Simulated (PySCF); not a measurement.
Dissociation curve of PH, triplet.

- UMP2 = MP2 on UHF/cc-pVTZ, 5 core orbitals frozen run with PySCF 2.14.0
- ROKS-B3LYP = restricted open-shell B3LYP/cc-pVTZ run with PySCF 2.14.0
- ROKS-wB97X-V = PySCF with restricted open-shell wB97X-V/cc-pVTZ
- UCCSD(T) = CCSD(T) on UHF/cc-pVTZ, 5 core orbitals frozen in PySCF

Energies relative to the lowest point of each curve near equilibrium, in kcal/mol:

```csv
R / Å,UMP2,ROKS-B3LYP,ROKS-wB97X-V
1.07,55.7,56.3,57.0
1.13,34.1,34.9,35.2
1.22,13.7,14.5,14.5
1.27,7.1,7.7,7.7
1.33,2.3,2.7,2.7
1.38,0.4,0.6,0.6
1.43,0.0,0.0,0.0
1.49,1.0,0.7,0.9
1.51,1.7,1.2,1.4
1.56,3.8,3.1,3.4
1.65,9.0,7.7,8.5
1.75,16.2,14.3,15.7
```

Q: Predict the corresponding UCCSD(T) column.

A: 1.07: 56.6; 1.13: 34.9; 1.22: 14.4; 1.27: 7.6; 1.33: 2.6; 1.38: 0.6; 1.43: 0.0; 1.49: 0.8; 1.51: 1.3; 1.56: 3.2; 1.65: 7.9; 1.75: 14.3 (kcal/mol).

The scan ran from 1.07 to 5.65 Å; beyond the distances shown one of the unrestricted levels run for this scan, shown here or not, changes its spin distribution in one step.
